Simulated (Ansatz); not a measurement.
Gas-phase reaction 2 R1 + R2 → 3 P1, each structure at its B3LYP-D3(BJ)/def2-TZVP stationary point, reached from a drawn start (curvature not checked).
R1, BCl3 (SMILES ClB(Cl)Cl) (charge 0, multiplicity 1):
```xyz
4

B      0.00005     0.00008    -0.00004
Cl    -1.15366     1.29805    -0.17334
Cl     0.24958    -1.12630    -1.30960
Cl     0.90393    -0.17183     1.48298
```
P1: BCl2F (SMILES FB(Cl)Cl), charge 0, multiplicity 1.
R2, BF3 (SMILES FB(F)F) (charge 0, multiplicity 1):
```xyz
4

B      0.0000     0.0000     0.0000
F      1.3016    -0.1857     0.0494
F     -0.4854     1.2084    -0.1873
F     -0.8161    -1.0226     0.1379
```

P less R. No zero-point or thermal terms.

Correlated levels freeze the cores.

Run with Ansatz (an electronic-structure program) with Gaussian orbitals. Each number belongs to the level named beside it.

Total energies in hartree:

```csv
structure,PBE/def2-TZVPP,PBE0/def2-TZVPP,CCSD(T)/cc-pV(Q+d)Z
R1,-1405.021737,-1405.135915,-1404.192318
P1,-1044.808953,-1044.886156,-1044.224392
R2,-324.385130,-324.389603,-324.293343
```

Task: Work out the reaction energy at each level in kcal/mol (1 hartree = 627.50947 kcal/mol), and say how far PBE/def2-TZVPP lies from CCSD(T)/cc-pV(Q+d)Z.

Result: 
- PBE/def2-TZVPP: 3 × (-1044.808953) − (-324.385130) − 2 × (-1405.021737) = 0.001745 hartree = 1.10 kcal/mol
- PBE0/def2-TZVPP: 3 × (-1044.886156) − (-324.389603) − 2 × (-1405.135915) = 0.002965 hartree = 1.86 kcal/mol
- CCSD(T)/cc-pV(Q+d)Z: 3 × (-1044.224392) − (-324.293343) − 2 × (-1404.192318) = 0.004803 hartree = 3.01 kcal/mol
PBE/def2-TZVPP less CCSD(T)/cc-pV(Q+d)Z: -1.91 kcal/mol. CCSD(T)/cc-pV(Q+d)Z is the level counted from, the highest shown, and no exact or measured value.
